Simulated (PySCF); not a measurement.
Compound: C8H5F.
Bonds: F1–C2, C2–C3 (double), C3–C4, C4–C5 (double), C5–C6, C6–C7 (double), C7–C8, C8–C9 (double), C2–C4, C5–C9. Hydrogens: H10 on C3; H11 on C6; H12 on C7; H13 on C8; H14 on C9.

The calculation used PBE0-D3(BJ)/def2-SVP geometry optimisation, gas phase in PySCF.

Some entries are withheld.

```csv
coordinate,value
F1–C2,1.290 Å
C2=C3,?
C3–C4,?
C4=C5,1.354 Å
C5–C6,1.455 Å
C6=C7,1.365 Å
C7–C8,1.452 Å
C8=C9,?
C2–C4,?
C5–C9,1.453 Å
C3–H10,1.087 Å
C6–H11,1.090 Å
C7–H12,1.091 Å
C8–H13,1.091 Å
C9–H14,1.090 Å
F1–C2–C3,147.6°
F1–C2–C4,148.0°
C3–C2–C4,?
C2–C3–C4,60.6°
C3–C4–C5,150.7°
C2–C4–C3,54.9°
C2–C4–C5,?
C4–C5–C6,125.9°
C4–C5–C9,126.7°
C6–C5–C9,107.3°
C5–C6–C7,107.3°
C6–C7–C8,109.0°
C7–C8–C9,?
C5–C9–C8,107.3°
```

Q: Fill in the missing values.

A: 
- C2=C3 = 1.320 Å, drawn double (vinylic C–F carbon to alkene CH carbon); 0.14 Å below the sum of covalent radii, 1.46 Å.
- C3–C4 = 1.455 Å, drawn single (alkene CH carbon to fully substituted alkene carbon); equal to the sum of covalent radii, 1.46 Å.
- C8=C9 = 1.366 Å, drawn double (both ends alkene CH carbon); 0.09 Å below the sum of covalent radii, 1.46 Å.
- C2–C4 = 1.405 Å, drawn single (vinylic C–F carbon to fully substituted alkene carbon); 0.05 Å below the sum of covalent radii, 1.46 Å.
- C3–C2–C4 = 64.5°, at the vinylic C–F carbon, inside a 3-membered ring; the outer atoms are 1.455 Å apart.
- C2–C4–C5 = 154.4°, at the fully substituted alkene carbon; the outer atoms are 2.690 Å apart.
- C7–C8–C9 = 109.1°, at the alkene CH carbon, inside a 5-membered ring; the outer atoms are 2.296 Å apart.

Radii are Cordero's, carbon taken as 0.76, 0.73 or 0.69 Å for four, three, and two or fewer neighbours.

Whether it is a minimum is left open (no frequencies).
